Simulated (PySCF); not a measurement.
**Structure from NMR data**

The spectra below were simulated for a compound C6H8F2O.

1H NMR (400 MHz, computed): δ 2.65 (m, 2H), 2.19 (m, 2H), 1.89 (m, 2H), 1.85 (m, 2H).

13C{1H} NMR (computed): δ 206.8, 124.2, 43.9, 43.2, 32.5, 26.2.

Fast rotation and ring inversion assumed for equivalent nuclei, non-relativistic, isolated molecule, single conformer. σ from GIAO-PBE0/pcSseg-1; geometry: GFN2-xTB; PySCF.

References, each an isolated molecule treated in the same way: 1H (31.72 ppm) and 13C (186.93 ppm) against TMS.

Q: Which of these isomers gave the spectra?
A. O=C1CCCCC1(F)F
B. FC(F)[C@H]1CCC=CO1
C. C=C(F)[C@@H](F)[C@@H](C)C=O
D. CC1=CCOCC1(F)F

A: A. 

1. Rings plus π bonds: 2 (1 ring in the answer).
2. 6 carbon signals for 6 carbons: no two carbons are equivalent.
3. Carbon types of the structure: 2 × C, 4 × CH2, which accounts for all hydrogens.
4. δC 206.8: ketone carbonyl carbon; low-lying n→π* states of the double bond to the heteroatom give a large paramagnetic term (-270 ppm).
5. δC 124.2: fully substituted sp3 carbon bonded to 2 F, α to a carbonyl; 2 electronegative neighbours deshield it.
6. δC 43.9: sp3 CH2 α to a carbonyl; the adjacent C=O deshields it moderately.
7. δC 43.2, 32.5, 26.2: sp3 CH2 in a ring; saturated and bonded to C and H only.
8. δH 2.65: hydrogen on an sp3 CH2 α to a carbonyl; α to C=O.

The others: CC1=CCOCC1(F)F has carbons computed at 139.4, 137.3, 120.0, 74.8, 69.4, 17.7, with a different DEPT pattern; FC(F)[C@H]1CCC=CO1 would give 8 signals for carbon-bound and other non-exchanging H, not 4; C=C(F)[C@@H](F)[C@@H](C)C=O would give 6 signals for carbon-bound and other non-exchanging H, not 4.

Splittings by 19F in the carbon and heteronuclear signals aren't shown, as no couplings were computed. Shifts are as computed. Against solution values, carbons near 30 ppm lie about +3 ppm off and those near 130 ppm about +5 ppm. Of 1211 compounds with measured shifts, 218 miss one by over three times the rms of a fit or turn the order of signals round; such compounds aren't used in these exercises. Multiplicities follow the n + 1 count of equivalent neighbours, as no J values were calculated; m marks all less simple cases, F and P coupling included.
